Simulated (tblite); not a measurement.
Input of a run (GFN2-xTB geometry optimisation, gas phase (tblite 0.8.0)), started from a force field or distance geometry:
```
{"job": {"kind": "relax", "xc": "GFN2-xTB", "basis": "xTB"}, "charge": 0, "multiplicity": 1}
C      2.843700     1.231600    -0.436900
O      1.410800     1.176800    -0.376600
C      0.893200    -0.078600    -0.221700
C      1.471000    -1.273400    -0.145600
C      0.459100    -2.296500     0.011500
C     -0.757900    -1.725900     0.001600
C     -0.599500    -0.239700    -0.146800
C     -1.445600     0.430000    -1.243400
C     -2.477200     0.784300    -0.155600
C     -1.360800     0.626400     0.892000
H      3.118800     2.282500    -0.549900
H      3.205800     0.683300    -1.305400
H      3.284400     0.857600     0.495900
H      2.531600    -1.498300    -0.166300
H      0.664900    -3.341500     0.096700
H     -1.698700    -2.242900     0.107600
H     -0.992100     1.308400    -1.712100
H     -1.830400    -0.232400    -2.041500
H     -2.920400     1.789400    -0.225900
H     -3.283700     0.054700    -0.045000
H     -1.660400     0.145300     1.824000
H     -0.867000     1.578200     1.141200
```

Output (eV, eV/Å):
```
step      E/eV     max force
  0    -800.12197    1.335
  1    -800.17351    1.016
  2    -800.19947    0.360
  3    -800.21570    0.301
  4    -800.22423    0.194
  5    -800.22926    0.179
  6    -800.23221    0.136
  7    -800.23388    0.100
  8    -800.23501    0.095
  9    -800.23577    0.064
 10    -800.23622    0.044
 11    -800.23649    0.046
 12    -800.23673    0.057
 13    -800.23700    0.060
 14    -800.23732    0.052
 15    -800.23769    0.052
 16    -800.23813    0.041
 17    -800.23860    0.052
 18    -800.23907    0.069
 19    -800.23955    0.082
 20    -800.24013    0.083
 21    -800.24097    0.069
 22    -800.24215    0.090
 23    -800.24343    0.101
 24    -800.24442    0.078
 25    -800.24519    0.056
 26    -800.24595    0.087
 27    -800.24676    0.099
 28    -800.24765    0.082
 29    -800.24843    0.058
 30    -800.24898    0.053
 31    -800.24935    0.056
 32    -800.24964    0.037
 33    -800.24987    0.029
 34    -800.25005    0.024
 35    -800.25020    0.031
 36    -800.25033    0.029
 37    -800.25043    0.022
 38    -800.25050    0.019
 39    -800.25055    0.016
 40    -800.25060    0.017
 41    -800.25070    0.017
 42    -800.25077    0.017
 43    -800.25083    0.017
 44    -800.25087    0.016
 45    -800.25091    0.012
 46    -800.25093    0.010
```

**Question.** Summarise the run.

**Answer.** The energy falls by 3.0 kcal/mol over 46 L-BFGS steps, the largest force on an atom goes from 1.33 to 0.010 eV/Å, and the atoms move by 0.142 Å rms after alignment. The bond that changes most is C1–O2 (methoxy carbon to ether oxygen), which shortens by 0.028 Å. Bonds longer at the end by more than 0.005 Å: 4 of 23; shorter: 13. Among the angles that change most is C7–C8–H17, from 115.3° to 111.3°. Among the dihedrals that turn most is C8–C9–C10–H21, from -141° to -130°. The energy never rose by more than 1e-5 eV on the way. The first step brought 40 % of the lowering.

**Question.** What are the final bond lengths?

**Answer.** C1–O2 1.407 Å, O2–C3 1.353 Å, C3=C4 1.345 Å, C4–C5 1.450 Å, C5=C6 1.338 Å, C6–C7 1.494 Å, C7–C8 1.549 Å, C8–C9 1.533 Å, C9–C10 1.533 Å, C3–C7 1.502 Å, C7–C10 1.549 Å, C1–H11 1.089 Å, C1–H12 1.095 Å, C1–H13 1.095 Å, C4–H14 1.074 Å, C5–H15 1.076 Å, C6–H16 1.074 Å, C8–H17 1.087 Å, C8–H18 1.088 Å, C9–H19 1.088 Å, C9–H20 1.088 Å, C10–H21 1.087 Å, C10–H22 1.087 Å. Numbering counts from 1 in the input's order; the species is `COC1=CC=CC12CCC2`.

Hardware: an Arm Neoverse V2 with one thread, no GPU, shared host with 96 logical CPUs at a one-minute load of 46. Cost: 0.31 s of wall time.

Its GFN2-xTB frequencies are all real (lowest 76 cm⁻¹). The numbers are those of one conformer. 2 starts were optimised and ended at 0.00 and 0.26 kcal/mol (GFN2-xTB); the lowest of these is shown.

All values are computed, not measured.
